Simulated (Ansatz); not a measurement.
## Abstraction of F: GeF4 + C2HF4O → GeF3 + C2HF5O

Species: GeF4 (tetrafluorogermane) `[F][Ge]([F])([F])[F]`, singlet; C2HF4O `F[C](F)OC(F)F`, doublet; GeF3 `[F][Ge]([F])[F]`, doublet; C2HF5O ((difluoromethoxy)(trifluoro)methane) `FC(F)OC(F)(F)F`, singlet. A radical takes F: the energy is the difference in strength between the Ge–F bond broken and the C–F bond made.

Shapes, held fixed at every level: PBE0-D4/def2-TZVP. Flexible molecules stand in one conformer, not always the lowest. Programs: Ansatz 0.2.0. Electronic energies: no zero-point or thermal term.

```
               level                    kind  ΔE (kJ/mol)  less CCSD(T)/def2-TZVPP  CPU time (sum over the molecules)
       HF/def2-TZVPP            Hartree–Fock        +24.2                    +19.2                                  –
   PBE-D4/def2-TZVPP                     GGA        -20.1                    -25.1                               35 s
r2SCAN-D4/def2-TZVPP                meta-GGA         -4.8                     -9.8                               57 s
  PBE0-D4/def2-TZVPP           global hybrid        -12.0                    -17.0                               44 s
  wB97M-V/def2-TZVPP  range-separated hybrid        -22.5                    -27.5                            2.2 min
  wB97X-V/def2-TZVPP  range-separated hybrid         -7.5                    -12.5                               94 s
   B2PLYP/def2-TZVPP           double hybrid         -0.4                     -5.4                               76 s
  CCSD(T)/def2-TZVPP   coupled cluster or CI         +5.0                      0.0                            3.2 min
```

The highest level, CCSD(T)/def2-TZVPP, gives ΔE = +5.0 kJ/mol; the levels span -22.5 to +24.2. They disagree on the sign: 2 of 8 are positive. The column of differences is taken from that level and isn't an error. No measured value is set beside it here. Open shells run unrestricted unless RO is named. Relativity is left out for Ge unless named. Correlated rows may include outer-core shells of Ge, which these sets cover unevenly. Times are processor times on shared x86 and Arm servers, and rough.
